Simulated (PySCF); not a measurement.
SMILES C[Si](C)(C)[O], doublet, PBE0/def2-SVP optimised geometry.

```
14

C     -0.92    -1.65    -1.43
Si    -0.24    -0.65     0.00
C     -0.93     1.10     0.00
C      1.63    -0.65     0.00
O     -0.84    -1.23     1.47
H     -0.59    -1.23    -2.40
H     -0.57    -2.69    -1.39
H     -2.02    -1.66    -1.42
H     -0.56     1.68     0.86
H     -0.60     1.61    -0.92
H     -2.03     1.10     0.03
H      2.03    -0.22    -0.93
H      2.03    -1.68     0.08
H      2.02    -0.07     0.85
```

Density from unrestricted PBE0/def2-TZVP in PySCF 2.14.0 at that geometry.

Minimum of the electron density along straight lines between bonded atoms, close to the bond critical point (lines longer than 1.1 times the sum of covalent radii, or with two minima, are not listed):

```
bond    length / Å  ρ at the minimum / e bohr⁻³  ∇²ρ there / e bohr⁻⁵  position (fraction from the first atom)
------  ----------  ---------------------------  --------------------  ---------------------------------------
C1–Si2       1.875                        0.122                  0.18                                     0.61
Si2–C3       1.884                        0.118                  0.17                                     0.39
Si2–C4       1.875                        0.122                  0.18                                     0.39
Si2–O5       1.691                        0.130                  0.69                                     0.41
C1–H6        1.102                        0.265                 -0.86                                     0.64
C1–H7        1.101                        0.266                 -0.86                                     0.64
C1–H8        1.101                        0.266                 -0.87                                     0.64
C3–H9        1.100                        0.268                 -0.88                                     0.64
C3–H10       1.102                        0.264                 -0.86                                     0.64
C3–H11       1.100                        0.268                 -0.88                                     0.64
C4–H12       1.102                        0.265                 -0.86                                     0.64
C4–H13       1.101                        0.266                 -0.86                                     0.64
C4–H14       1.101                        0.266                 -0.87                                     0.64
```
